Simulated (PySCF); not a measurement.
PySCF input file for BI2, SMILES I[B]I (connectivity only; charge and spin as stated), charge +1, multiplicity 1, ωB97X-D3(BJ)/def2-TZVP. 

```python
import numpy as np
from pyscf import gto, scf, dft
from pyscf.geomopt import geometric_solver

mol = gto.M(
    atom='''
    I     0.00000000    0.00000000   -1.97679252
    B     0.00000000    0.00000000    0.00000000
    I     0.00000000    0.00000000    1.97679252
    ''',
    basis='def2-TZVP',
    ecp={'I': 'def2-tzvp'},
    charge=1,
    spin=0,
    max_memory=1600,
    verbose=3,
)
mf = dft.RKS(mol, xc='wb97x-d3bj').density_fit(auxbasis='def2-universal-jkfit')
mf.grids.level = 3
mf.conv_tol = 1e-9
mf.max_cycle = 100
mf.kernel()
conv, mol_eq = geometric_solver.kernel(mf, convergence_set='GAU_TIGHT', maxsteps=100)
print(mol_eq.tostring(format='xyz'))
mf.reset(mol_eq)
mf.kernel()
```

It prints:

```
converged SCF energy = -620.186372977592
[banner and settings of the optimiser left out]
Geometry optimization cycle 1
Cartesian coordinates (Angstrom)
 Atom        New coordinates             dX        dY        dZ
   I   0.000000   0.000000  -1.976793    0.000000  0.000000  0.000000
   B   0.000000   0.000000   0.000000    0.000000  0.000000  0.000000
   I   0.000000   0.000000   1.976793    0.000000  0.000000  0.000000

WARN: Mole.unit (angstrom) is changed to Bohr

converged SCF energy = -620.186372977591
--------------- DFRKS_Scanner gradients ---------------
         x                y                z
0 I     0.0000000000    -0.0000000000    -0.0072931103
1 B    -0.0000000000    -0.0000000000    -0.0000000013
2 I     0.0000000000     0.0000000000     0.0072931118
----------------------------------------------
cycle 1: E = -620.186372978  dE = -620.186  norm(grad) = 0.010314
Step    0 : Gradient = 5.955e-03/7.293e-03 (rms/max) Energy = -620.1863729776
Hessian Eigenvalues: 5.00000e-02 5.00000e-02 5.00000e-02 ... 1.59865e-01 2.50000e-01 2.50000e-01

Geometry optimization cycle 2
Cartesian coordinates (Angstrom)
 Atom        New coordinates             dX        dY        dZ
   I   0.000000   0.000000  -1.952651    0.000000  0.000000  0.024141
   B  -0.000000  -0.000000  -0.000000   -0.000000 -0.000000 -0.000000
   I  -0.000000  -0.000000   1.952651   -0.000000 -0.000000 -0.024141
converged SCF energy = -620.186502753907
--------------- DFRKS_Scanner gradients ---------------
         x                y                z
0 I     0.0000000000    -0.0000000000     0.0046771278
1 B     0.0000000000     0.0000000000     0.0000000028
2 I    -0.0000000000     0.0000000000    -0.0046771340
----------------------------------------------
cycle 2: E = -620.186502754  dE = -0.000129776  norm(grad) = 0.00661446
Step    1 : Displace = 1.971e-02/2.414e-02 (rms/max) Trust = 1.000e-01 (=) Grad = 3.819e-03/4.677e-03 (rms/max) E (change) = -620.1865027539 (-1.298e-04) Quality = 0.390
Hessian Eigenvalues: 5.00000e-02 5.00000e-02 5.00000e-02 ... 2.50000e-01 2.50000e-01 2.62388e-01

Geometry optimization cycle 3
Cartesian coordinates (Angstrom)
 Atom        New coordinates             dX        dY        dZ
   I  -0.000000   0.000000  -1.962084   -0.000000  0.000000 -0.009433
   B  -0.000000  -0.000000   0.000000   -0.000000  0.000000  0.000000
   I  -0.000000  -0.000000   1.962084    0.000000 -0.000000  0.009433
converged SCF energy = -620.186582504149
--------------- DFRKS_Scanner gradients ---------------
         x                y                z
0 I    -0.0000000000     0.0000000000    -0.0001557377
1 B     0.0000000000    -0.0000000000    -0.0000000010
2 I    -0.0000000000    -0.0000000000     0.0001557397
----------------------------------------------
cycle 3: E = -620.186582504  dE = -7.97502e-05  norm(grad) = 0.000220248
Step    2 : Displace = 7.702e-03/9.433e-03 (rms/max) Trust = 1.000e-01 (=) Grad = 1.272e-04/1.557e-04 (rms/max) E (change) = -620.1865825041 (-7.975e-05) Quality = 0.957
Hessian Eigenvalues: 5.00000e-02 5.00000e-02 5.00000e-02 ... 2.50000e-01 2.50000e-01 2.71125e-01

Geometry optimization cycle 4
Cartesian coordinates (Angstrom)
 Atom        New coordinates             dX        dY        dZ
   I   0.000000   0.000000  -1.961780    0.000000 -0.000000  0.000304
   B   0.000000  -0.000000   0.000000    0.000000 -0.000000 -0.000000
   I  -0.000000  -0.000000   1.961780   -0.000000  0.000000 -0.000304
converged SCF energy = -620.186582602201
--------------- DFRKS_Scanner gradients ---------------
         x                y                z
0 I     0.0000000000    -0.0000000000    -0.0000027580
1 B    -0.0000000000     0.0000000000     0.0000000012
2 I    -0.0000000000     0.0000000000     0.0000027587
----------------------------------------------
cycle 4: E = -620.186582602  dE = -9.80523e-08  norm(grad) = 3.9009e-06
Step    3 : Displace = 2.482e-04/3.040e-04 (rms/max) Trust = 1.414e-01 (+) Grad = 2.252e-06/2.759e-06 (rms/max) E (change) = -620.1865826022 (-9.805e-08) Quality = 1.096
Hessian Eigenvalues: 5.00000e-02 5.00000e-02 5.00000e-02 ... 2.50000e-01 2.50000e-01 2.66323e-01

Geometry optimization cycle 5
Cartesian coordinates (Angstrom)
 Atom        New coordinates             dX        dY        dZ
   I   0.000000   0.000000  -1.961775   -0.000000  0.000000  0.000005
   B   0.000000  -0.000000  -0.000000    0.000000 -0.000000 -0.000000
   I  -0.000000  -0.000000   1.961775    0.000000 -0.000000 -0.000005
converged SCF energy = -620.1865826023
--------------- DFRKS_Scanner gradients ---------------
         x                y                z
0 I     0.0000000000     0.0000000000     0.0000012906
1 B    -0.0000000000     0.0000000000    -0.0000000009
2 I     0.0000000000     0.0000000000    -0.0000012869
----------------------------------------------
cycle 5: E = -620.186582602  dE = -9.89075e-11  norm(grad) = 1.8226e-06
Step    4 : Displace = 4.475e-06/5.481e-06 (rms/max) Trust = 2.000e-01 (+) Grad = 1.052e-06/1.291e-06 (rms/max) E (change) = -620.1865826023 (-9.891e-11) Quality = 3.462
Hessian Eigenvalues: 5.00000e-02 5.00000e-02 5.00000e-02 ... 2.50000e-01 2.50000e-01 2.66323e-01
Converged! =D

3
XYZ from PySCF
I           0.00000000        0.00000000       -1.96177452
B           0.00000000       -0.00000000       -0.00000001
I          -0.00000000       -0.00000000        1.96177450
converged SCF energy = -620.186582602364
```

The run converged.
